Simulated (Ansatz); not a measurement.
Job for Ansatz (an electronic-structure program): U-RI-MP2/cc-pVTZ on GeH3O3 (SMILES [OH][Ge]([OH])[OH]). The basis file is the Basis Set Exchange's JSON of that set.

Ansatz 0.2 input:
```yaml
crystal:
  periodic: [false, false, false]
  atoms:
    - {symbol: O, position_ang: [-1.00484998, -1.06018874, -0.79520945]}
    - {symbol: Ge, position_ang: [-0.21506950, -0.07633105, 0.47968482]}
    - {symbol: O, position_ang: [-0.32904980, 1.62889466, -0.06453049]}
    - {symbol: O, position_ang: [1.52692344, -0.50021382, 0.42894984]}
    - {symbol: H, position_ang: [-1.90153802, -0.75166525, -0.99201195]}
    - {symbol: H, position_ang: [0.25046350, 2.21457305, 0.44449609]}
    - {symbol: H, position_ang: [1.67302036, -1.45506885, 0.49872113]}
basis:
  gaussian:
    orbitals: cc-pVTZ
    fitting: {mean_field: def2-universal-JKFIT, correlation: cc-pVTZ-RIFIT.json}
magnetization: {spin_polarized: true, initial_magnetization: 1}
correlation: {method: mp2, electrons: outside_noble_gas}
scf: {omitted_lower_state_checks: [cluster_reference]}
```

Output:

```
WARN ansatz: RAYON_NUM_THREADS=4 ignored (pool sized by the plan → 4); use --threads N
Functional definition: HF
these checks for a lower state are left out or cut short: cluster_reference
integrals: 0.14 GiB planned
551 factors; integrals over basis functions are off by at most 8.8e-1 eV
499 factors; integrals over basis functions are off by at most 1.3e2 eV
mean field: 0.64 GiB planned
mean field evaluation 1: about -62631.3599 eV, gradient 4.0e1 eV
mean field evaluation 2: about -62634.7590 eV, gradient 2.9e1 eV
mean field evaluation 4: about -62637.5030 eV, gradient 9.4e-1 eV
mean field evaluation 8: about -62637.5190 eV, gradient 1.8e-6 eV
mean field -62637.51903185 eV, -2301.8863671854 hartree, gradient 1.8e-6 eV, S^2 0.760520; 0 other end points of the search recorded, 0 dependent functions left out
17 core orbitals not correlated
reference -62637.51903185 eV, -2301.8863671854 hartree; 13, 12 occupied and 145, 146 virtual orbitals, 499 factors
second order -22.62405977 eV of doubles, -0.00000000 eV of singles
Total energy: -62660.14309162 eV, -2302.7177860466 hartree
Checks for a lower state left out: cluster_reference
```

The run converged.

Cost: about 5 core-seconds (a rough figure).
